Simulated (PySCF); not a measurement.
C₃H₇S, SMILES [CH2]SCC, multiplicity 2. Atoms are numbered in the order given.

```xyz
11

C      1.6205    -0.3952     0.4453
S      0.5595     0.0571    -0.8190
C     -0.8719     0.6815     0.1078
C     -1.6555    -0.3975     0.8300
H      2.5362    -0.9141     0.1589
H      1.5280     0.0481     1.4398
H     -0.5118     1.4578     0.8026
H     -1.4903     1.1892    -0.6484
H     -1.0243    -0.9172     1.5661
H     -2.5141     0.0405     1.3635
H     -2.0346    -1.1497     0.1225
```
Charge 0, spin multiplicity 2.

Geometry: PBE0-D3(BJ)/def2-SVP. The isomer is the one that the SMILES or the coordinates give; other isomers of the formula were not compared. One conformer was computed; it need not be the lowest.

Two levels are set side by side: PBE/pcH-1 (PySCF) and PBE0/pcH-1 (PySCF). Contact hyperfine couplings, same geometry. Differences are taken from unrounded values.

| quantity | PBE0 |
|---|---|
| A(iso) of 13C, atom C1 (MHz) | 100.8 |
| A(iso) of 33S, atom S2 (MHz) | 7.1 |
| A(iso) of 13C, atom C3 (MHz) | 0.4 |
| A(iso) of 13C, atom C4 (MHz) | 4.9 |
| A(iso) of 1H, atom H5 (MHz) | -59.1 |
| A(iso) of 1H, atom H6 (MHz) | -50.0 |
| A(iso) of 1H, atom H7 (MHz) | 7.3 |
| A(iso) of 1H, atom H8 (MHz) | -1.8 |
| A(iso) of 1H, atom H9 (MHz) | -0.8 |
| A(iso) of 1H, atom H10 (MHz) | 0.5 |
| A(iso) of 1H, atom H11 (MHz) | 0.1 |

Task: What does PBE give, and how far is it from PBE0? (An estimate is asked for; the answer gives what the named calculation found.)

Result: 
```
quantity                        PBE  PBE minus PBE0
----------------------------  -----  --------------
A(iso) of 13C, atom C1 (MHz)   77.8           -22.9
A(iso) of 33S, atom S2 (MHz)    2.4            -4.7
A(iso) of 13C, atom C3 (MHz)    0.9             0.4
A(iso) of 13C, atom C4 (MHz)    6.4             1.5
A(iso) of 1H, atom H5 (MHz)   -48.2            10.8
A(iso) of 1H, atom H6 (MHz)   -38.9            11.1
A(iso) of 1H, atom H7 (MHz)     8.9             1.6
A(iso) of 1H, atom H8 (MHz)    -1.4             0.4
A(iso) of 1H, atom H9 (MHz)    -0.5             0.2
A(iso) of 1H, atom H10 (MHz)    1.0             0.6
A(iso) of 1H, atom H11 (MHz)    0.2             0.1
```

Rough cost on one machine, each run with all the roots and properties that it gave: PBE0 against PBE within a factor of 2.
